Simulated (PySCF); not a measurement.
**Polarisability and C₆ of Mg²⁺ (magnesium, charge +2)**

[Ne], closed-shell 1S. All numbers are calculated (PySCF 2.14, scalar relativity by spin-free X2C-1e, in aug-cc-pCVTZ-DK with one added diffuse shell each of s, p, d, f type (9s8p6d4f, 91 functions)). Coupled (time-dependent) response in atomic units; α is the mean over directions.

```json
{"method": "UHF", "mean α (bohr³)": "0.4190", "C₆ (like pair)": "0.4720", "S(−4)": "0.04556"}
{"method": "PBE", "mean α (bohr³)": "0.4654", "C₆ (like pair)": "0.5340", "S(−4)": "0.06202"}
{"method": "PBE0", "mean α (bohr³)": "0.4500", "C₆ (like pair)": "0.5134", "S(−4)": "0.05621"}
{"method": "wB97X", "mean α (bohr³)": "0.4440", "C₆ (like pair)": "0.5035", "S(−4)": "0.05489"}
{"method": "TPSS", "mean α (bohr³)": "0.4580", "C₆ (like pair)": "0.5240", "S(−4)": "0.05964"}
```

S(−4) is the Cauchy moment in α(ω) = α(0) + S(−4) ω² + …

α(iu) at UHF:

```json
{"u (hartree)": "0", "α(iu) (bohr³)": "0.4190"}
{"u (hartree)": "0.0500", "α(iu) (bohr³)": "0.4188"}
{"u (hartree)": "0.100", "α(iu) (bohr³)": "0.4185"}
{"u (hartree)": "0.200", "α(iu) (bohr³)": "0.4171"}
{"u (hartree)": "0.300", "α(iu) (bohr³)": "0.4149"}
{"u (hartree)": "0.500", "α(iu) (bohr³)": "0.4080"}
{"u (hartree)": "0.750", "α(iu) (bohr³)": "0.3954"}
{"u (hartree)": "1.00", "α(iu) (bohr³)": "0.3795"}
{"u (hartree)": "1.50", "α(iu) (bohr³)": "0.3425"}
{"u (hartree)": "2.00", "α(iu) (bohr³)": "0.3043"}
{"u (hartree)": "3.00", "α(iu) (bohr³)": "0.2376"}
{"u (hartree)": "5.00", "α(iu) (bohr³)": "0.1503"}
```

A single London oscillator, α(iu) = α/(1 + u²/ω²), gives C₆ = (3/4) ω α². Matching the computed C₆ needs ω = 4 × 0.4720 / (3 × 0.4190²) = 3.58 hartree.

For an ion, C₆ is the dispersion term alone; charge-induced terms of lower order in 1/R come first.
